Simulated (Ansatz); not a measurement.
Q: Name a neutral molecule of Cl, F, O, Si and H with HOMO energy (B3LYP/def2-TZVPP) between -9.45 and -9.15 eV and size of the dipole moment (B3LYP/def2-TZVPP) between 1.65 and 1.95 D (Ansatz, PBE0-D4/def2-TZVP geometry).

A: `O[Si](F)(Cl)Cl` (-9.29 eV, 1.73 D); `F[Si](F)(Cl)O[SiH3]` (-9.32 eV, 1.79 D). Other molecules can fit too; these were computed, each in one conformer that needn't be the lowest.

B3LYP here is the variant with VWN-RPA as its local correlation; programs differ in this.
